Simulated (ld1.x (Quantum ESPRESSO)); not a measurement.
**Sn, TM: configuration errors across variants**

Sn, norm-conserving Troullier–Martins (Kleinman–Bylander form), made with ld1.x (Quantum ESPRESSO) 7.5 (LDA (PZ), scalar-relativistic). Core [Kr] 4d10, reference 5s1.75 5p2.25. Waves: 5p (bound): rc 2.00 bohr; 5s (bound): rc 1.60 bohr. Local part: the s channel. Core correction: none.

All-electron excitation energies from the reference (eV): (1) 5s2 5p2 -1.744; (2) 5s2 5p1 5.354; (3) 5s2 5p0 19.619; (4) 5s1 5p2 13.089; (5) 5s1 5p3 5.331; (6) 5s0 5p4 12.657; (7) 5s1 5p0 51.069; (8) 5s1.75 5p2.25 spin -0.752; (9) 5s2 5p2 spin -2.219.

Spin tests fill each open shell by Hund’s rule, majority spin first.

3 further variants failed, have other tests or another functional or relativity, and are left out.

A true bound ghost makes a file unfit for plane-wave use even where its test errors are small: the radial tests pick states by their node count and pass the ghost by.

Errors AE − PS in meV (a dash: test not solved or not reliable):

| change | (1) | (2) | (3) | (4) | (5) | (6) | (7) | (8) | (9) | bound ghosts |
| --- | --- | --- | --- | --- | --- | --- | --- | --- | --- | --- |
| base | +0.8 | +7.6 | +58 | +15 | +7.5 | +53 | +296 | +162 | +79 | none |
| wave 5s (bound): rc 1.60 bohr becomes 5s (bound): rc 1.46 bohr | +0.9 | +9.8 | +76 | +15 | +9.3 | +77 | +331 | +163 | +80 | none |
| wave 5p (bound): rc 2.00 bohr becomes 5p (bound): rc 2.50 bohr | +0.8 | +7.7 | +60 | +15 | +7.0 | +52 | +303 | +164 | +80 | none |
| all radii scaled by about 0.74 (s 1.18, p 1.48 bohr) | +13 | -96 | -214 | -72 | +14 | +162 | -140 | +217 | +137 | p, s (extra level of the local part) |
| local potential all-electron potential smoothed inside 1.90 bohr (lloc = -2) | +0.9 | +8.8 | +64 | +20 | +8.0 | +56 | +313 | +162 | +79 | none |
| wave 5p (bound): rc 2.00 bohr becomes 5p (bound): rc 2.78 bohr | +0.9 | +7.3 | +56 | +15 | +7.8 | +55 | +291 | +163 | +79 | none |

Task: Give the same row for: core correction a·sin(br)/r model core inside 0.92 bohr.

Result: -0.8, -5.7, -49, -28, -9.1, -51, -295, -5.6, -3.6; bound ghosts: none.
